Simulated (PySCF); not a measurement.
Sn(OH)(SiH3) (H4OSiSn), SMILES [OH][Sn][SiH3] (connectivity only; charge and spin as stated), neutral, multiplicity 1. Atoms are numbered in the order given.

```xyz
7

Sn     0.0404    -0.3982     0.5421
O      1.2762    -1.0898    -0.8761
H      1.3184    -0.5555    -1.6784
Si    -0.7677     1.6471    -1.0195
H     -1.3661     2.8212    -0.3039
H     -1.8065     1.1434    -1.9829
H      0.3706     2.1579    -1.8588
```
Charge 0, spin multiplicity 1.

The structure is a stationary point at PBE0-D3(BJ)/def2-SVP. The def2 effective core potentials stand for the cores of Sn; spin–orbit coupling is left out. One conformer was computed; it need not be the lowest.

Calculation: CAM-B3LYP/def2-TZVPD (PySCF).

```json
{
  "total_energy": "-581.44146 hartree",
  "highest_occupied_level": "-7.56 eV",
  "lowest_empty_level": "-1.87 eV",
  "orbital_gap": "5.69 eV",
  "dipole_moment": "1.46 D",
  "quadrupole, principal values (traceless, Buckingham form, about the centre of nuclear charge)": "-9.51, 3.06, 6.45 D·Å",
  "mean_static_polarisability": "84.7 bohr³ (12.55 Å³)",
  "polarisability_principal_values": "64.6, 76.5, 113.0 bohr³"
}
```
